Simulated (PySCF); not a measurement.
# Te⁺: ionisation energy

Te⁺ [Kr] 4d10 5s2 5p3 (4S) → Te²⁺ [Kr] 4d10 5s2 5p2 (3P), as a difference of total energies. Calculation: PySCF 2.14, in aug-cc-pVTZ-PP with ECP28MDF (6s5p4d2f, 55 functions); a scalar-relativistic core potential. Correlated levels: valence: 4s2 4p6 4d10 frozen. The calculations carry no spin-orbit coupling.

```
           method  ionisation energy (eV)
              UHF                  18.359
              LDA                  18.935
              PBE                  18.758
             PBE0                  18.862
           r2SCAN                  19.012
          r2SCAN0                  19.046
            B97-3                  18.648
           PBEsol                  18.806
            wB97X                  18.570
    MP2 (valence)                  18.789
SCS-MP2 (valence)                  18.663
```

Question: How much does correlation contribute at MP2 (valence)?

Answer: 18.789 − (18.359) = 0.430 eV, measured against UHF.

The reference lies between the lowest fine-structure levels, while these numbers refer to the centres of the terms.

Errors of the correlated levels include the incompleteness of this basis and the frozen core.

For comparison: 18.6 ± 0.4 eV (measured; NIST Atomic Spectra Database, ionization energies).
